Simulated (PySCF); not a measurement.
**`C=C[C@@H](C)[C@H]1CCN1`, C7H13N**

Molfile (atoms numbered from 1):
```
C7H13N
     RDKit          3D

 21 21  0  0  0  0  0  0  0  0999 V2000
   -2.3163    1.3988   -0.0120 C   0  0  0  0  0  0  0  0  0  0  0  0
   -1.6792    0.3553   -0.5094 C   0  0  0  0  0  0  0  0  0  0  0  0
   -0.6042   -0.4068    0.2019 C   0  0  1  0  0  0  0  0  0  0  0  0
   -1.0367   -1.8638    0.3845 C   0  0  0  0  0  0  0  0  0  0  0  0
    0.7043   -0.3325   -0.6016 C   0  0  1  0  0  0  0  0  0  0  0  0
    1.2930    1.0828   -0.7298 C   0  0  0  0  0  0  0  0  0  0  0  0
    2.3645    0.6313    0.2697 C   0  0  0  0  0  0  0  0  0  0  0  0
    1.9189   -0.7543    0.1052 N   0  0  0  0  0  0  0  0  0  0  0  0
   -2.0984    1.7808    0.9728 H   0  0  0  0  0  0  0  0  0  0  0  0
   -3.0858    1.9149   -0.5611 H   0  0  0  0  0  0  0  0  0  0  0  0
   -1.9187   -0.0112   -1.4992 H   0  0  0  0  0  0  0  0  0  0  0  0
   -0.4323    0.0449    1.1860 H   0  0  0  0  0  0  0  0  0  0  0  0
   -1.9460   -1.9148    0.9795 H   0  0  0  0  0  0  0  0  0  0  0  0
   -1.2302   -2.3234   -0.5824 H   0  0  0  0  0  0  0  0  0  0  0  0
   -0.2608   -2.4389    0.8850 H   0  0  0  0  0  0  0  0  0  0  0  0
    0.5830   -0.8774   -1.5444 H   0  0  0  0  0  0  0  0  0  0  0  0
    1.6828    1.3058   -1.7188 H   0  0  0  0  0  0  0  0  0  0  0  0
    0.6420    1.8900   -0.4030 H   0  0  0  0  0  0  0  0  0  0  0  0
    2.2282    1.0496    1.2731 H   0  0  0  0  0  0  0  0  0  0  0  0
    3.4046    0.7701   -0.0335 H   0  0  0  0  0  0  0  0  0  0  0  0
    1.7784   -1.2842    0.9579 H   0  0  0  0  0  0  0  0  0  0  0  0
  1  2  2  0
  2  3  1  0
  3  4  1  0
  3  5  1  0
  5  6  1  0
  6  7  1  0
  7  8  1  0
  8  5  1  0
  1  9  1  0
  1 10  1  0
  2 11  1  0
  3 12  1  1
  4 13  1  0
  4 14  1  0
  4 15  1  0
  5 16  1  6
  6 17  1  0
  6 18  1  0
  7 19  1  0
  7 20  1  0
  8 21  1  0
M  END
```

The calculation used TDDFT PBE0/def2-SVPD circular dichroism and optical rotation, one conformer, gas phase (PySCF). Geometry: GFN2-xTB.

The molecule is flexible and this is one conformer; a measurement averages over conformers. States above about 6.3 eV lie in this functional's continuum (it starts at minus the energy of the highest occupied orbital, well below the true ionisation energy for most functionals) and depend on the basis.

Draw the ECD and absorption spectra from the lowest 12 states, each a Gaussian of half-width 0.3 eV at 1/e height.


```csv
E (eV),λ (nm),Δε (L mol⁻¹ cm⁻¹),ε (L mol⁻¹ cm⁻¹)
5.08,244,+0.04,120
5.18,239,+0.11,327
5.28,235,+0.21,713
5.38,231,+0.29,1250
5.48,226,+0.15,1750
5.58,222,-0.54,2000
5.68,218,-2.02,1870
5.78,215,-4.12,1490
5.88,211,-6.07,1080
5.98,207,-6.84,793
6.08,204,-5.73,676
6.18,201,-2.77,708
6.28,198,+1.44,840
6.38,194,+5.89,977
6.48,191,+9.22,1010
6.58,189,+10.29,928
6.68,186,+8.94,846
6.78,183,+6.06,1060
6.88,180,+2.80,2000
6.98,178,+0.11,4060
7.08,175,-1.11,7300
7.18,173,+0.11,11100
7.28,170,+3.82,14400
7.38,168,+8.15,15900
7.48,166,+10.18,15200
```
Δε uses R in velocity form, ε uses f in length form. Only the states computed contribute, so the short-wavelength end is incomplete.
